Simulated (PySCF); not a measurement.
B(H)(SeH)2 (BH3Se2), SMILES [SeH]B[SeH].

The structure is a stationary point at B3LYP-D3(BJ)/def2-SVP. This is a generated structure with no PubChem entry under its InChIKey; it may be hypothetical. One conformer was computed; it need not be the lowest.

Two levels are set side by side: PBE/def2-TZVPD (PySCF) and PBE0/def2-TZVPD (PySCF). Same geometry, gas phase. Differences are taken from unrounded values.

```tsv
quantity	PBE0
orbital gap (eV)	5.82
highest occupied level (eV)	-7.11
lowest empty level (eV)	-1.29
dipole moment (D)	1.03
mean polarisability (bohr³)	74.8
```

**Question.** What does PBE give, and how far is it from PBE0? (Estimate from the structure and the level; the computed values follow.)

**Answer.** 
| quantity | PBE | PBE minus PBE0 |
|---|---|---|
| orbital gap (eV) | 3.94 | -1.88 |
| highest occupied level (eV) | -6.06 | 1.05 |
| lowest empty level (eV) | -2.12 | -0.83 |
| dipole moment (D) | 0.85 | -0.18 |
| mean polarisability (bohr³) | 77.6 | 2.8 |

PBE's occupied levels lie high since its potential decays too fast outside the molecule; exact exchange lowers them and widens the gap. Loosely held outer electrons make PBE densities more polarisable. Differences between two approximate levels are no errors against the true value.

Rough cost on one machine, each run with all the roots and properties that it gave: PBE0 against PBE within a factor of 2.
